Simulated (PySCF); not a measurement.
B3LYP has the VWN-RPA correlation part, as in Gaussian. 

Cartesian coordinates (Å):
```xyz
5

Zn     0.0660    -0.1325     0.0481
O     -1.1442     0.0812     1.3365
H     -1.1348    -0.6746     1.9533
O      1.3313    -0.1574    -1.2043
H      0.9909    -0.5347    -2.0371
```
Charge 0, multiplicity 1.

Problem. What dipole moment, LUMO, charge on the central atom (meta-Löwdin), HOMO, total energy, HOMO–LUMO gap and charge on the central atom (Mulliken) does B3LYP-D3(BJ)/def2-TZVP // PBE-D3(BJ)/def2-SVP in PySCF give?

Solution. 
- dipole moment = 1.99 D
- LUMO = -1.53 eV
- charge on the central atom (meta-Löwdin) = 1.28 e
- HOMO = -8.17 eV
- total energy = -52550.75 eV
- HOMO–LUMO gap = 6.64 eV
- charge on the central atom (Mulliken) = 0.62 e
